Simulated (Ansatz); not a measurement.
Computed with Ansatz.

A structure relaxed at PBE0-D4/def2-TZVP, charge 0, multiplicity 1:

```xyz
13

C    -0.813    1.206   -0.307
O     0.085    0.085   -0.342
C    -0.554   -1.112   -0.816
Al    1.396   -0.074    1.046
Cl    2.635   -1.622    0.335
Cl    2.248    1.853    1.097
Cl    0.159   -0.571    2.687
H    -1.203    1.364   -1.313
H    -1.623    1.003    0.396
H    -0.235    2.069    0.016
H    -0.948   -0.917   -1.814
H    -1.355   -1.395   -0.131
H     0.207   -1.888   -0.854
```

Problem. Give its formula and SMILES.

Solution. C2H6AlCl3O, `C[O+](C)[Al-]([Cl])([Cl])[Cl]`.

Problem. Point group (tolerance 0.08 Å, 0.16 Å for H)?

Solution. Cs.

Problem. Summarise the bond lengths by kind.

Solution. 2 × C–O 1.436 Å; 6 × C–H 1.087 to 1.092 Å; 1 × Al–O 1.916 Å; 3 × Al–Cl 2.107 to 2.114 Å.
